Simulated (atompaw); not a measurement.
Plane-wave convergence, PAW (atompaw) potential for Sb (Z = 51)

```json
{"Element": "antimony (Sb)", "Generator": "atompaw 4.2.0.5", "Type": "PAW", "Functional": "PBEsol", "Relativity": "non-relativistic", "Frozen core": "[Kr]", "Valence charge": "15", "Reference configuration": "4d10 5s2 5p1 (charge +2)", "Partial waves": "5s (bound): rc 2.35 bohr; 5s channel at 0.8 Ry: rc 2.35 bohr; 5p (bound): rc 2.35 bohr; 5p channel at 0.9 Ry: rc 2.35 bohr; 4d (bound): rc 1.05 bohr; 4d channel at -2.75 Ry: rc 1.05 bohr", "Local potential": "troulliermartins scheme with l = 3 at 1 Ry, radius 2.30 bohr", "Core correction": "smooth core density matched at 1.90 bohr", "Augmentation charge": "besselshape compensation charge, radius 2.15 bohr; PAW radius 2.35 bohr; waves and projectors: custom rrkj vanderbiltortho"}
```

The pseudo-atom Hamiltonian at the reference potential is diagonalised in spherical Bessel functions j_l(qr) that vanish at 20 bohr, with q² up to the cutoff. All-electron valence levels (Ry): 5s -2.0773, 5p -1.4759, 4d -3.9276.

**Question.** How do the lowest levels (Ry) of each channel move with the cutoff, and are there ghosts?

**Answer.**

```tsv
cutoff (Ry)	s #1	s #2	s #3	p #1	p #2	p #3	d #1	d #2	f #1	f #2	Σ f·Δε (mRy)
8	-2.0776	-0.6936	-0.3261	-1.4755	-0.5314	-0.2673	-1.2413	-0.4331	-0.3263	-0.1817	26865.9
21	-70.9892	-2.0773	-0.6941	-1.4760	-0.5314	-0.2673	-2.1129	-0.5537	-0.3308	-0.1848	18149.2
45	-77.7248	-2.0774	-0.6942	-2.6625	-1.4760	-0.5313	-3.4668	-0.6768	-0.3398	-0.1911	4610.0
90	-80.5947	-2.0774	-0.6942	-2.8857	-1.4760	-0.5313	-3.9248	-0.7084	-0.3406	-0.1917	29.3
160	-81.0711	-2.0774	-0.6942	-2.8873	-1.4760	-0.5313	-3.9275	-0.7086	-0.3406	-0.1917	2.3
300	-81.1286	-2.0774	-0.6942	-2.8873	-1.4760	-0.5313	-3.9278	-0.7086	-0.3406	-0.1917	0.2
400	-81.1296	-2.0774	-0.6942	-2.8873	-1.4760	-0.5313	-3.9278	-0.7086	-0.3406	-0.1917	0.0
```

Result: ghost states, extra bound levels that the all-electron valence spectrum of the same l lacks: s at -1103.8 eV, p at -39.3 eV (a true bound ghost makes a file unfit for plane-wave use); 10 mRy is reached at 120 Ry and 1 mRy at 230 Ry.
